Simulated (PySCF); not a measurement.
CHO₂, SMILES [O]C=O (connectivity only; charge and spin as stated), charge -1, multiplicity 1.

Geometry optimised at B3LYP-D3(BJ)/def2-TZVPD. The spin state was assumed, not searched. The isomer is the one that the SMILES or the coordinates give; other isomers of the formula were not compared.

These are B3LYP-D3(BJ)/def2-TZVPD (PySCF 2.14.0) values and carry that method's errors.

Frequencies are harmonic and unscaled.

Computed harmonic wavenumbers and intensities:
```tsv
mode	ν (cm⁻¹)	IR (km/mol)	moving atoms (share of kinetic energy)
1	745	19.0	O 71 %, C 27 %
2	1042	0.9	H 50 %, C 42 %
3	1340	127.9	O 58 %, C 41 %
4	1371	11.0	H 91 %, O 9 %
5	1650	867.2	C 70 %, O 28 %
6	2575	558.8	H 94 %
```
